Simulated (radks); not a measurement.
Results of a calculation; reference values are marked as such.
Numerical settings for neutral dysprosium, [Xe] 4f10 6s2. Code: a radial shooting solver on a logarithmic mesh with Libxc functionals. Model: Dirac Kohn-Sham, PBE, spin-unpolarised, spherical densities, finite nucleus; open shells fill j = l - 1/2 first; Fermi nuclear charge, rms radius 5.2218 fm. The defaults (mesh step 0.008 in ln r, mesh end at 40 bohr or more with all orbitals vanishing there, Anderson mixing 0.5 over 9 steps, residual threshold near 1e-9 with the energy settled to 1e-9 hartree or 1e-11 of itself, here a cap of 80 iterations) give E = -12167.1977 hartree and 4f7/2 at -2.611 eV in 16 iterations. Run on one thread of a shared host, so times are rough (Intel(R) Xeon(R) 6975P-C): 0.14 s of CPU time, 0.14 s wall, 16 iterations on 2440 mesh points. Changes against that run (0 stands for a change within the tolerance of the run):

mesh step in ln r 0.012: iterations 16; converged yes; E (mhartree) 0; e(4f7/2) (meV) 0; CPU (s) 0.1
mesh step in ln r 0.12: iterations 4; converged no; E (mhartree) diverged; CPU (s) 0.01
mesh step in ln r 0.03: iterations 16; converged yes; E (mhartree) +0.000471; e(4f7/2) (meV) 0; CPU (s) 0.05
mesh end (bohr) 1: iterations 14; converged level above zero; E (mhartree) +3.38e+05; e(4f7/2) (meV) +3.98e+05; CPU (s) 0.09
mesh end (bohr) 12: iterations 16; converged yes; E (mhartree) +0.368; e(4f7/2) (meV) +33.9; CPU (s) 0.13
residual threshold 0.001: iterations 10; converged yes; E (mhartree) 0; e(4f7/2) (meV) +3.09; CPU (s) 0.11
residual threshold 1e-13: iterations 33; converged yes; E (mhartree) 0; e(4f7/2) (meV) 0; CPU (s) 0.2
mixing 1: iterations 14; converged yes; E (mhartree) 0; e(4f7/2) (meV) 0; CPU (s) 0.12
linear mixing, mixing 0.2: iterations 80; converged no; E (mhartree) 0; e(4f7/2) (meV) 0; CPU (s) 0.45
linear mixing, mixing 0.8: iterations 80; converged no; E (mhartree) +8.69e+04; e(4f7/2) (meV) +344; CPU (s) 1.7
mixing history 2: iterations 24; converged yes; E (mhartree) 0; e(4f7/2) (meV) 0; CPU (s) 0.16
iteration cap 3: iterations 3; converged no; E (mhartree) +8.88; e(4f7/2) (meV) -921; CPU (s) 0.04

Settled on a wrong energy, with an occupied level pushed above zero by the early mesh end: mesh end (bohr) 1 (+338 hartree). Apart from these: no run marked as converged misses the energy by more than 1 mhartree. A mesh that ends early acts as a hard wall.
